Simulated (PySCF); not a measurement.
Vertical excitations of a molecule C4H6OSi from TDDFT-B3LYP/def2-SVPD (PySCF 2.14.0), as energy in eV (oscillator strength): 5.78 (0.318), 6.05 (0.000), 6.46 (0.004), 6.54 (0.002), 6.70 (0.000), 6.78 (0.014), 7.19 (0.006), 7.43 (0.007), 7.44 (0.007), 7.70 (0.002). Lowest triplet (TDA): 3.87 eV. Geometry: ωB97X-D3(BJ)/def2-SVP. The values are those of a single conformer.

Task: Identify the compound among the candidates.
A) [SiH3]c1ccco1
B) O=C1C=CC[SiH2]1
C) C=C1O[SiH2]C1=C
D) C#C[SiH2]CC=O

Result: A, [SiH3]c1ccco1
